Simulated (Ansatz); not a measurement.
Input (CCSDT(Q)/def2-SVP; Ansatz, a first-principles code):

Ansatz 0.2 input:
```yaml
crystal:
  periodic: [false, false, false]
  atoms:
    - {symbol: Si, position_ang: [-1.64124759, 0.16117808, 0.22190452]}
    - {symbol: As, position_ang: [0.75001252, -0.07365469, -0.10140528]}
    - {symbol: H, position_ang: [-2.17345690, -0.88543865, -0.66125466]}
    - {symbol: H, position_ang: [-1.87432880, 1.54475636, -0.21399428]}
    - {symbol: H, position_ang: [-1.78074935, -0.08692868, 1.66329473]}
    - {symbol: H, position_ang: [1.28667473, -1.42094925, 0.27074290]}
    - {symbol: H, position_ang: [1.57127240, 0.89119668, 0.69627717]}
    - {symbol: H, position_ang: [1.19764100, 0.13147511, -1.51535498]}
basis:
  gaussian:
    orbitals: def2-SVP
total_charge: 1
magnetization: {spin_polarized: false}
correlation: {method: ccsdt_q, electrons: outside_noble_gas}
```

Output:

```
Functional definition: HF
integrals: 0.09 GiB planned
1393 factors; integrals over basis functions are off by at most 2.1e-7 eV
mean field: 0.39 GiB planned
mean field evaluation 1: about -68734.7337 eV, gradient 1.3e1 eV
mean field evaluation 2: about -68734.7448 eV, gradient 1.3e1 eV
mean field evaluation 4: about -68735.7056 eV, gradient 8.8e-1 eV
mean field evaluation 8: about -68735.7085 eV, gradient 5.5e-4 eV
mean field evaluation 16: about -68735.7085 eV, gradient 8.2e-2 eV
mean field -68735.70853933 eV, -2525.9906980836 hartree, gradient 1.8e-6 eV, S^2 0.000000; 0 other end points of the search recorded, 0 dependent functions left out
19 core orbitals not correlated
reference -68735.70853933 eV, -2525.9906980836 hartree; 7, 7 occupied and 54, 54 virtual orbitals, 1393 factors
second order -5.90871572 eV of doubles, -0.00000000 eV of singles
coupled cluster: 0.94 GiB planned
cycle   1  -6.87501215 eV  change   -9.7e-1 eV  update   7.8e-2
cycle   2  -7.38247684 eV  change   -5.1e-1 eV  update   3.1e-2
cycle   3  -7.42520481 eV  change   -4.3e-2 eV  update   9.4e-3
cycle   4  -7.42562969 eV  change   -4.2e-4 eV  update   3.4e-3
cycle   5  -7.42555651 eV  change    7.3e-5 eV  update   9.4e-4
cycle   6  -7.42493059 eV  change    6.3e-4 eV  update   3.3e-4
cycle   7  -7.42484314 eV  change    8.7e-5 eV  update   1.0e-4
cycle   8  -7.42492934 eV  change   -8.6e-5 eV  update   4.0e-5
cycle   9  -7.42495282 eV  change   -2.3e-5 eV  update   1.3e-5
cycle  10  -7.42494264 eV  change    1.0e-5 eV  update   4.6e-6
cycle  11  -7.42494058 eV  change    2.1e-6 eV  update   1.6e-6
cycle  12  -7.42494097 eV  change   -3.9e-7 eV  update   4.7e-7
perturbative correction -0.00585555 eV, -0.0002151876 hartree
Total energy: -68743.13933585 eV, -2526.2637748190 hartree
```
